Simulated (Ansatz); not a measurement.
Born–Oppenheimer molecular dynamics of C2H11NSi (15 atoms, charge 0, multiplicity 1). It starts from a rough guess of a transition structure, not a stationary point.

Method: UKS BHLYP/STO-3G in Ansatz.

```json
{"ensemble": "NVE (velocity Verlet)", "time step": "0.5 fs", "steps asked": "150", "starting velocities drawn for": "1000 K", "seed": "943341"}
```

First frame:

```xyz
15
Properties=species:S:1:pos:R:3
Si 0.257 0.567 -0.079
N 1.271 -1.216 0.461
C -0.442 -0.173 -1.715
C -1.254 0.754 1.050
H 0.915 1.782 -0.571
H 1.652 -0.266 1.336
H 1.407 0.684 1.401
H 1.957 -1.505 -0.223
H 0.711 -2.032 0.682
H -1.065 0.549 -2.240
H 0.354 -0.460 -2.398
H -1.052 -1.057 -1.543
H -2.111 1.099 0.482
H -1.077 1.467 1.847
H -1.523 -0.192 1.510
```

(1) How far do the bonds stretch over the last three quarters of this one trajectory? (Pairs bonded in most of those frames.)

Results:

(1) 
```tsv
bond	mean (Å)	spread (Å)	shortest	longest
Si1–N2	1.758	0.083	1.62	1.90
Si1–C3	1.882	0.048	1.80	1.96
Si1–C4	1.889	0.141	1.66	2.12
Si1–H5	1.444	0.059	1.36	1.54
N2–H8	1.044	0.023	1.00	1.10
N2–H9	1.048	0.069	0.94	1.15
C3–H10	1.092	0.015	1.06	1.12
C3–H11	1.097	0.039	1.04	1.16
C3–H12	1.097	0.032	1.04	1.15
C4–H13	1.092	0.025	1.05	1.14
C4–H14	1.098	0.045	1.02	1.18
C4–H15	1.094	0.038	1.03	1.16
H6–H7	0.725	0.023	0.69	0.76
```

Mean temperature of the second half: 2091 K. The conserved energy stayed within 1.1 meV per atom of its start (net change 0.64 meV per atom), so the integration is sound. The kinetic energy rose, since the run started high on the potential surface and went downhill. It ends in pieces (C2H9NSi + H2), so much of that is their flight and rotation, not heat. A run of 0.075 ps of so small a system gives no equilibrium averages. The orbitals were unrestricted but ended closed-shell. Limits of this set-up: minimal basis.

Run time: 14 min on 1 thread of Arm Neoverse N1, on a shared host, peak memory 0.13 GiB.
